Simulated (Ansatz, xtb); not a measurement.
Relative energy of two isomers of C4H5N3

We compare X, `[H]/N=C/c1ncc[nH]1`, a singlet, with Y, `C=Nc1ncc[nH]1`, a singlet. Both are isolated molecules in the gas phase, relaxed with r2SCAN-D4/def2-SVP; the shapes shown needn't be the lowest conformers.

X (Å):

```yaml
atoms:
  - { symbol: C, position_ang: [-2.8691, -1.1796, -2.4662] }
  - { symbol: C, position_ang: [-1.6533, -1.4611, -1.7264] }
  - { symbol: C, position_ang: [0.0548, -2.3933, -0.8380] }
  - { symbol: C, position_ang: [0.0909, -1.0630, -0.4399] }
  - { symbol: N, position_ang: [-3.3622, 0.0037, -2.4657] }
  - { symbol: N, position_ang: [-1.0266, -2.6272, -1.6320] }
  - { symbol: N, position_ang: [-1.0047, -0.4883, -1.0163] }
  - { symbol: H, position_ang: [-4.2155, 0.0368, -3.0311] }
  - { symbol: H, position_ang: [-3.2885, -2.0556, -2.9948] }
  - { symbol: H, position_ang: [0.7634, -3.1818, -0.5823] }
  - { symbol: H, position_ang: [0.7846, -0.5031, 0.1845] }
  - { symbol: H, position_ang: [-1.3287, 0.4734, -0.9644] }
```

Y (Å):

```xyz
12

C    -2.9828   -0.8315   -3.4589
C    -1.5875   -0.9884   -1.6528
C    -0.4013   -2.4690   -0.6604
C    -0.2183   -1.2964    0.0576
N    -2.4176   -0.2519   -2.4682
N    -1.2452   -2.2679   -1.7100
N    -0.9831   -0.3656   -0.5919
H    -2.8333   -1.9011   -3.6899
H    -3.6437   -0.2387   -4.1055
H     0.0429   -3.4444   -0.4584
H     0.3699   -1.0589    0.9414
H    -1.1045    0.6142   -0.3596
```

Quicker runs give these differences E(Y) − E(X): GFN2-xTB −13.0 kJ/mol; HF/STO-3G +7.3 kJ/mol (at GFN2-xTB geometries); r2SCAN-D4/def2-SVP//GFN2-xTB +28.0 kJ/mol.

**Question.** Estimate which is lower in electronic energy at CCSD(T)/def2-SVP + ΔMP2/def2-TZVPP, and by roughly how much.

**Answer.** The CCSD(T)/def2-SVP + ΔMP2/def2-TZVPP calculation puts structure X lower, by 34.2 kJ/mol.

The same difference at several levels:

```csv
level,geometry,E(Y) − E(X) (kJ/mol),departure from the last row (kJ/mol),"job, with rough time for the two"
GFN2-xTB,GFN2-xTB,−13.0,−47.1,"optimisation, 0.19 s"
HF/STO-3G,GFN2-xTB,+7.3,−26.9,"single point, 0.58 s"
r2SCAN-D4/def2-SVP//GFN2-xTB,GFN2-xTB,+28.0,−6.2,"single point, 4 s"
r2SCAN-D4/def2-SVP,r2SCAN-D4/def2-SVP,+28.3,−5.9,"optimisation, 34 s"
HF/def2-SVP,r2SCAN-D4/def2-SVP,+24.1,−10.1,part of the CCSD(T) run
MP2/def2-SVP,r2SCAN-D4/def2-SVP,+34.9,+0.7,part of the CCSD(T) run
CCSD(T)/def2-SVP,r2SCAN-D4/def2-SVP,+29.5,−4.6,single point
CCSD(T)/def2-SVP + ΔMP2/def2-TZVPP,r2SCAN-D4/def2-SVP,+34.2,,"single point, 70 s"
```

As drawn, Y has 1 C–N, 1 C–H in place of 1 N–H, 1 C–C.

GFN2-xTB puts the two in the other order. The largest departure from CCSD(T)/def2-SVP + ΔMP2/def2-TZVPP is that of GFN2-xTB, 47.1 kJ/mol. The last row adds to CCSD(T) the change of the MP2 difference between the two basis sets, here +4.6 kJ/mol.

With thermal terms from frequencies at re-optimised GFN2-xTB minima (ideal gas, soft modes damped towards free rotors, one conformer each, 298.15 K, 1 atm): the zero-point term adds −2.8 kJ/mol; ΔH is +31.8 and ΔG +30.7 kJ/mol.

The correlated steps freeze 7 core orbitals. Run with Ansatz 0.2.0, xtb 6.7.1; the last row on 2 threads of AMD EPYC 7R43 64-Core Processor (Zen 3) on a shared host.
